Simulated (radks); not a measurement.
Results of a calculation; reference values are marked as such.
Problem. Bi5+, configuration [Xe] 4f14 5d9 7p1 (not the ground configuration). Level of theory: Dirac Kohn-Sham, BLYP, spin-unpolarised, spherical densities, finite nucleus; open shells are shared between the two j in proportion to 2j + 1; Fermi nuclear charge, rms radius 5.5211 fm (a radial shooting solver on a logarithmic mesh with Libxc functionals).

Spin-orbit splittings of the eigenvalues, e(l+1/2) - e(l-1/2), with zeta = 2 splitting/(2l+1) and mean radii in bohr:

shell  occ.  splitting (eV)  zeta (eV)  <r> j=l-1/2  <r> j=l+1/2
2p        6            2320       1547      0.05388      0.06292
3p        6           519.5      346.3       0.1615       0.1780
3d       10           110.2      44.06       0.1545       0.1595
4p        6           128.1      85.39       0.3777       0.4124
4d       10           23.92      9.566       0.4160       0.4270
4f       14           5.503      1.572       0.4375       0.4436
5p        6           25.20      16.80       0.8785       0.9632
5d        9           3.338      1.335        1.149        1.182
7p        1               ?          ?        3.874        4.055

Estimate the 7p splitting.

Solution. 1.558 eV (zeta = 1.039 eV).
